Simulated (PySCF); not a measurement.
## Nuclear repulsion and electron count by hand

System: HOSi, doublet, geometry from GFN2-xTB. Level: CAMB3LYP/def2-SVP (PySCF). Sums are taken with unrounded values, so a last digit can differ.

Coordinates (Å):

```
atom         x         y         z
----  --------  --------  --------
O1     0.93516  -0.41718  -0.00427
Si2   -0.41131   0.26472   0.00831
H3    -1.72302  -0.36861  -0.08215
```

### Question
Work out the nuclear repulsion energy and the numbers of alpha and beta electrons.

### Answer
In atomic units each pair adds Z_i Z_j / r_ij, with r in bohr (1 bohr = 0.529177 Å).
| pair | r (Å) | r (bohr) | Z_i Z_j | term (Eh) |
|---|---|---|---|---|
| O1-Si2 | 1.5093 | 2.8523 | 112 | 39.2672 |
| O1-H3 | 2.6598 | 5.0262 | 8 | 1.5916 |
| Si2-H3 | 1.4594 | 2.7579 | 14 | 5.0763 |
The sum is 45.9352 Eh; PySCF gives 45.9352 Eh. The atomic numbers add up to 23, so at charge +0 there are 23 electrons; multiplicity 2 means 1 unpaired, so 12 alpha and 11 beta.
